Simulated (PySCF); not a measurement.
PySCF input for H₄P, SMILES [PH4+], charge +1, ADC(2)/aug-cc-pVDZ. Geometry optimised at B3LYP-D3(BJ)/def2-TZVPD. The isomer is the one that the SMILES or the coordinates give; other isomers of the formula were not compared.

```python
import numpy as np
from pyscf import gto, scf, dft, adc

mol = gto.M(
    atom='''
    P     0.00000000    0.00000000    0.00000000
    H     0.80713474   -0.80713474   -0.80713474
    H    -0.80713474   -0.80713474    0.80713474
    H    -0.80713474    0.80713474   -0.80713474
    H     0.80713474    0.80713474    0.80713474
    ''',
    basis='aug-cc-pVDZ',
    charge=1,
    spin=0,
    max_memory=1600,
    verbose=4,
)
mf = scf.RHF(mol)
mf.conv_tol = 1e-10
mf.max_cycle = 100
mf.kernel()
res = {}
for kind, nroots in (('ee', 6), ('ip', 6), ('ea', 2)):
    a = adc.ADC(mf).density_fit('aug-cc-pvdz-ri')
    a.method, a.method_type = 'adc(2)', kind
    e, v, p, x = a.kernel(nroots=nroots)
    res[kind] = (e * 27.211386245988, p)
for kind, (e, p) in res.items():
    print(kind, 'energies / eV', np.round(e, 3), 'strengths', np.round(p, 4))
```

Program output:

```
PySCF version 2.14.0

[INPUT] verbose = 4
[INPUT] num. atoms = 5
[INPUT] num. electrons = 18
[INPUT] charge = 1
[INPUT] spin (= nelec alpha-beta = 2S) = 0
[INPUT] symmetry False subgroup None
[INPUT] Mole.unit = angstrom
[INPUT] Symbol           X                Y                Z      unit          X                Y                Z       unit  Magmom
[INPUT]  1 P      0.000000000000   0.000000000000   0.000000000000 AA    0.000000000000   0.000000000000   0.000000000000 Bohr   0.0
[INPUT]  2 H      0.807134740000  -0.807134740000  -0.807134740000 AA    1.525263604222  -1.525263604222  -1.525263604222 Bohr   0.0
[INPUT]  3 H     -0.807134740000  -0.807134740000   0.807134740000 AA   -1.525263604222  -1.525263604222   1.525263604222 Bohr   0.0
[INPUT]  4 H     -0.807134740000   0.807134740000  -0.807134740000 AA   -1.525263604222   1.525263604222  -1.525263604222 Bohr   0.0
[INPUT]  5 H      0.807134740000   0.807134740000   0.807134740000 AA    1.525263604222   1.525263604222   1.525263604222 Bohr   0.0

nuclear repulsion = 24.1022839548368
number of shells = 28
number of NR pGTOs = 94
number of NR cGTOs = 63
basis = aug-cc-pVDZ
ecp = {}


[settings echo left out]
init E= -342.866044812996
  HOMO = -0.505736827895734  LUMO = 0.0226748589474526  gap/eV = 14.37881
cycle= 1 E= -342.739048322675  delta_E= 0.127  |g|= 0.313  |ddm|= 1.79
  HOMO = -0.879256132555013  LUMO = -0.141431045113785  gap/eV = 20.07724
cycle= 2 E= -342.784402974508  delta_E= -0.0454  |g|= 0.0754  |ddm|= 0.475
  HOMO = -0.831754077541635  LUMO = -0.12590921824022  gap/eV = 19.20702
cycle= 3 E= -342.787111880073  delta_E= -0.00271  |g|= 0.0213  |ddm|= 0.16
  HOMO = -0.833326066355122  LUMO = -0.125048294189834  gap/eV = 19.27322
cycle= 4 E= -342.787416370967  delta_E= -0.000304  |g|= 0.00387  |ddm|= 0.0523
  HOMO = -0.83428280051212  LUMO = -0.12524625277807  gap/eV = 19.29387
cycle= 5 E= -342.787427407087  delta_E= -1.1e-05  |g|= 0.000496  |ddm|= 0.0259
  HOMO = -0.834343624054291  LUMO = -0.125272078611391  gap/eV = 19.29482
cycle= 6 E= -342.78742759711  delta_E= -1.9e-07  |g|= 4.11e-05  |ddm|= 0.00391
  HOMO = -0.834348124175954  LUMO = -0.125275812991993  gap/eV = 19.29484
cycle= 7 E= -342.787427598144  delta_E= -1.03e-09  |g|= 2.88e-06  |ddm|= 0.000179
  HOMO = -0.834347708327  LUMO = -0.125275876558521  gap/eV = 19.29483
cycle= 8 E= -342.787427598152  delta_E= -8.64e-12  |g|= 2.04e-07  |ddm|= 2e-05
  HOMO = -0.834347661622663  LUMO = -0.125275859042237  gap/eV = 19.29483
Extra cycle  E= -342.78742759815  delta_E= 2.73e-12  |g|= 4.08e-08  |ddm|= 4.45e-07
converged SCF energy = -342.78742759815

******** <class 'pyscf.adc.radc.RADC'> ********
******** ADC Orbital Information ********
Number of Frozen Occupied Orbitals: 0
Number of Frozen Virtual Orbitals: 0
Number of Active Occupied Orbitals: 9
Number of Active Virtual Orbitals: 54
*****************************************
******** <class 'pyscf.df.df.DF'> ********
auxbasis = aug-cc-pvdz-ri
Reference correlation energy (doubles): -0.14200148
MP2 correlation energy of reference state (a.u.) = -0.14200148

******** <class 'pyscf.adc.radc_ee.RADCEE'> ********
max_space = 12
max_cycle = 50
conv_tol = 1e-08

*************************************************************
        ADC calculation summary (singlet states only)
*************************************************************
adc(2) root 0  |  Energy (Eh) =   0.4370726658  |  Energy (eV) =  11.89335303  |  Osc. strength = 0.00000000  |  conv = True
adc(2) root 1  |  Energy (Eh) =   0.4370726664  |  Energy (eV) =  11.89335304  |  Osc. strength = 0.00000000  |  conv = True
adc(2) root 2  |  Energy (Eh) =   0.4370726664  |  Energy (eV) =  11.89335304  |  Osc. strength = 0.00000000  |  conv = True
adc(2) root 3  |  Energy (Eh) =   0.4493633542  |  Energy (eV) =  12.22779969  |  Osc. strength = 0.00000000  |  conv = True
adc(2) root 4  |  Energy (Eh) =   0.4493633542  |  Energy (eV) =  12.22779969  |  Osc. strength = 0.00000000  |  conv = True
adc(2) root 5  |  Energy (Eh) =   0.4681674414  |  Energy (eV) =  12.73948497  |  Osc. strength = 0.00000001  |  conv = True

******** <class 'pyscf.adc.radc.RADC'> ********
******** ADC Orbital Information ********
Number of Frozen Occupied Orbitals: 0
Number of Frozen Virtual Orbitals: 0
Number of Active Occupied Orbitals: 9
Number of Active Virtual Orbitals: 54
*****************************************
******** <class 'pyscf.df.df.DF'> ********
auxbasis = aug-cc-pvdz-ri
Reference correlation energy (doubles): -0.14200148
MP2 correlation energy of reference state (a.u.) = -0.14200148

******** <class 'pyscf.adc.radc_ip.RADCIP'> ********
max_space = 12
max_cycle = 50
conv_tol = 1e-08

*************************************************************
        ADC calculation summary (doublet states only)
*************************************************************
adc(2) root 0  |  Energy (Eh) =   0.8151085384  |  Energy (eV) =  22.18023309  |  Spec. factor = 1.87697459  |  conv = True
adc(2) root 1  |  Energy (Eh) =   0.8151085387  |  Energy (eV) =  22.18023309  |  Spec. factor = 1.87697460  |  conv = True
adc(2) root 2  |  Energy (Eh) =   0.8151085388  |  Energy (eV) =  22.18023310  |  Spec. factor = 1.87697460  |  conv = True
adc(2) root 3  |  Energy (Eh) =   1.1168243105  |  Energy (eV) =  30.39033743  |  Spec. factor = 1.77805173  |  conv = True
adc(2) root 4  |  Energy (Eh) =   1.5434194644  |  Energy (eV) =  41.99858284  |  Spec. factor = 0.00000203  |  conv = True
adc(2) root 5  |  Energy (Eh) =   1.5434202009  |  Energy (eV) =  41.99860288  |  Spec. factor = 0.00001131  |  conv = False

WARN: Davidson iterations for 1 root(s) did not converge!!!


******** <class 'pyscf.adc.radc.RADC'> ********
******** ADC Orbital Information ********
Number of Frozen Occupied Orbitals: 0
Number of Frozen Virtual Orbitals: 0
Number of Active Occupied Orbitals: 9
Number of Active Virtual Orbitals: 54
*****************************************
******** <class 'pyscf.df.df.DF'> ********
auxbasis = aug-cc-pvdz-ri
Reference correlation energy (doubles): -0.14200148
MP2 correlation energy of reference state (a.u.) = -0.14200148

******** <class 'pyscf.adc.radc_ea.RADCEA'> ********
max_space = 12
max_cycle = 50
conv_tol = 1e-08

*************************************************************
        ADC calculation summary (doublet states only)
*************************************************************
adc(2) root 0  |  Energy (Eh) =  -0.1453159484  |  Energy (eV) =  -3.95424837  |  Spec. factor = 1.95598223  |  conv = True
adc(2) root 1  |  Energy (Eh) =  -0.1264377747  |  Energy (eV) =  -3.44054709  |  Spec. factor = 1.93002545  |  conv = True
ee energies / eV [11.893 11.893 11.893 12.228 12.228 12.739] strengths [0. 0. 0. 0. 0. 0.]
ip energies / eV [22.18  22.18  22.18  30.39  41.999 41.999] strengths [1.877  1.877  1.877  1.7781 0.     0.    ]
ea energies / eV [-3.954 -3.441] strengths [1.956 1.93 ]
```

The run did not converge; its last values are not results.
